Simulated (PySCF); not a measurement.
Compound: BClH8Si3.
Atom-mapped SMILES: `[SiH3:1][SiH2:2][SiH2:3][BH:4][Cl:5]` (hydrogens: H6, H7, H8 on Si1; H9, H10 on Si2; H11, H12 on Si3; H13 on B4)

Geometry (PBE0-D3(BJ)/def2-SVP, Å), atoms numbered from 1 in this order:
```xyz
13
BClH8Si3 angstrom
Si    -2.098    0.706    0.043
Si    -0.614   -1.057    0.530
Si     1.320   -0.756   -0.785
B      2.290    0.709    0.190
Cl     1.662    2.341    0.123
H     -3.283    0.174   -0.698
H     -2.572    1.366    1.298
H     -1.423    1.728   -0.812
H     -1.262   -2.378    0.251
H     -0.233   -1.022    1.978
H      2.108   -2.023   -0.887
H      0.872   -0.331   -2.149
H      3.241    0.534    0.912
```

The closed-shell ground state was solved at several levels (PySCF, density fitting, gas phase, non-relativistic).

```
           level  basis functions  HOMO (eV)  LUMO (eV)  gap (eV)  dipole (D)
  B97-D/pcSseg-1              153      -6.62      -3.06      3.56        0.57
LC-wPBE/pcSseg-1              153     -10.32      -0.19     10.13        0.84
wB97X-D/pcSseg-1              153      -9.58      -0.58      9.00        0.81
    PBE/pcSseg-1              153      -6.63      -3.25      3.38        0.50
     PBE0/6-31G*              102      -7.64      -2.19      5.45        0.66
    PBE0/cc-pVTZ              278      -7.67      -2.34      5.33        0.54
     PBE0/STO-3G               49      -5.54       0.81      6.35        1.50
   OPBE/pcSseg-1              153      -6.63      -3.14      3.49        0.52
   PBE0/pcSseg-2              320      -7.70      -2.37      5.33        0.60
    HF/def2-SVPD              183     -10.16       1.10     11.26        0.95
   PBE/def2-SVPD              183      -6.59      -3.27      3.32        0.49
 B3LYP/def2-SVPD              183      -7.51      -2.53      4.98        0.61
```

(1) Estimate the row for CAM-B3LYP/pcSseg-1, a basis of 153 functions; the other rows only guide the guess.

(2) Over all these levels, which gives the widest orbital gap and which the narrowest?

(3) How much does the basis alone move the frontier levels among the 4 PBE0 rows?

(4) How far do the dipole and the HOMO energy spread over the levels?

Results:

(1) HOMO -9.01 eV, LUMO -1.24 eV, gap 7.77 eV, dipole 0.76 D.

(2) HF/def2-SVPD (Hartree–Fock, all exact exchange) has the widest, 11.26 eV, and PBE/def2-SVPD (GGA) the narrowest, 3.32 eV. The two share the basis. From the narrowest to the widest the HOMO moves by -3.57 eV and the LUMO by +4.37 eV.

(3) The HOMO by 2.16 eV and the LUMO by 3.18 eV. By rising basis size (HOMO, LUMO in eV): STO-3G -5.54, 0.81; 6-31G* -7.64, -2.19; cc-pVTZ -7.67, -2.34; pcSseg-2 -7.70, -2.37.

(4) The dipole runs from 0.49 to 1.50 D (mean 0.72 D) and the HOMO from -10.32 to -5.54 eV.

One conformer stands for the species.
